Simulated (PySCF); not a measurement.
# Checking a proposed structure

A compound C$_{3}$H$_{12}$ClNSi$_{4}$ gives the data below (simulated from a calculation) and was assigned the structure `C[Si@@H](Cl)C#C[SiH2]N([SiH3])[SiH3]`.

13C{1H} NMR (computed): δ 117.9 (C), 76.3 (C), 6.3 (CH3).

1H NMR (500 MHz, computed): δ 5.80 (m, 1H), 4.72 (s, 6H), 4.51 (m, 1H), 4.44 (m, 1H), 2.09 (s, 3H).

[PySCF 2.14: shielding tensors at PBE0/pcSseg-1 (GIAO); geometry: GFN2-xTB; averaged over atoms made equivalent by symmetry, fast rotation or ring inversion; a single conformation; non-relativistic; no solvent model]

δ = σ(ref) − σ, references computed at the same level: 1H (31.72 ppm) and 13C (186.93 ppm) vs TMS.

(1) Compare with the shifts computed for the proposed structure, pairing carbons in order of shift.

(2) Which isomer fits?

## Answers

(1) Mapped SMILES: `[CH3:1][Si@@H:2]([Cl:3])[C:4]#[C:5][SiH2:6][N:7]([SiH3:8])[SiH3:9]`; H(Xn) means a hydrogen on atom n.

```json
{"atom": "C4", "computed for proposal": "120.9", "given list": "117.9", "difference": "+3.0"}
{"atom": "C5", "computed for proposal": "117.4", "given list": "76.3", "difference": "+41.1"}
{"atom": "C1", "computed for proposal": "4.6", "given list": "6.3", "difference": "-1.7"}
```

The rms difference is 23.8 ppm and the largest +41.1 ppm at C5 (alkyne carbon). The proposal doesn't fit.

(2) `[SiH2](C#CC)[Si@H](Cl)N([SiH3])[SiH3]`.

1. Carbon types of the structure: 2 × C, 1 × CH3, leaving 9 H on heteroatoms.
2. δC 117.9, 76.3: alkyne carbon.
3. δC 6.3: propargylic methyl carbon; saturated and bonded to C and H only.
4. δH 5.80: hydrogen on a silicon bonded to Cl, N, Si.
5. δH 4.72: hydrogen on a silicon bonded to N.

The shifts were computed for this structure.

Shifts are as computed. Against solution values, carbons near 30 ppm lie about +3 ppm off and those near 130 ppm about +5 ppm. Of 1309 compounds with measured shifts, 239 miss one by over three times the rms of a fit or turn the order of signals round; such compounds aren't used in these exercises. Multiplicities follow the n + 1 count of equivalent neighbours, as no J values were calculated; m marks all less simple cases, F and P coupling included.
